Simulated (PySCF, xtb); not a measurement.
C₄H₇O, SMILES C[CH]C(C)=O, multiplicity 2. One conformer was computed; it need not be the lowest.

Harmonic wavenumbers (cm⁻¹) from GFN2-xTB run with xtb at its own minimum, in rising order: 86, 105, 141, 235, 401, 498, 594, 641, 843, 921, 982, 991, 1047, 1152, 1185, 1364, 1371, 1384, 1425, 1455, 1460, 1466, 1589, 2938, 2967, 3021, 3027, 3044, 3063, 3083.

**Question.** What does PBE-D3(BJ)/def2-SVP in PySCF 2.14.0 give at its own minimum? (An estimate is asked for; the answer gives what the named calculation found.)

**Answer.** 38, 113, 154, 255, 406, 503, 588, 645, 779, 915, 919, 978, 1006, 1115, 1171, 1301, 1309, 1358, 1382, 1390, 1396, 1435, 1609, 2937, 2971, 2994, 3052, 3078, 3093, 3106. Paired by order, the mean absolute difference is 29 cm⁻¹ and the zero-point energies are 60.7 and 60.0 kcal/mol.
